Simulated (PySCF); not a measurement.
C3H9BFN, SMILES CCNB(C)F.

Coordinates come from a ωB97X-D3(BJ)/def2-SVP optimisation. The structure was generated by enumeration, and PubChem lists no compound with its InChIKey, so it may never have been made. Other conformers were not sampled.

Two levels are set side by side: PBE/def2-TZVP (PySCF) and M06-2X/def2-TZVP (PySCF). Same geometry, gas phase. Differences are taken from unrounded values.

| quantity | M06-2X |
|---|---|
| orbital gap (eV) | 10.25 |
| highest occupied level (eV) | -8.90 |
| lowest empty level (eV) | 1.35 |
| dipole moment (D) | 2.31 |
| mean polarisability (bohr³) | 58.6 |

Problem. What does PBE give, and how far is it from M06-2X? (An estimate is asked for; the answer gives what the named calculation found.)

Solution. 
| quantity | PBE | PBE minus M06-2X |
|---|---|---|
| orbital gap (eV) | 6.24 | -4.01 |
| highest occupied level (eV) | -6.16 | 2.73 |
| lowest empty level (eV) | 0.07 | -1.28 |
| dipole moment (D) | 2.22 | -0.08 |
| mean polarisability (bohr³) | 62.1 | 3.6 |

PBE's occupied levels lie high since its potential decays too fast outside the molecule; exact exchange lowers them and widens the gap. PBE's more diffuse valence density responds more strongly to a field. Differences between two approximate levels are no errors against the true value.

Rough cost on one machine, each run with all the roots and properties that it gave: M06-2X against PBE about 4 times.
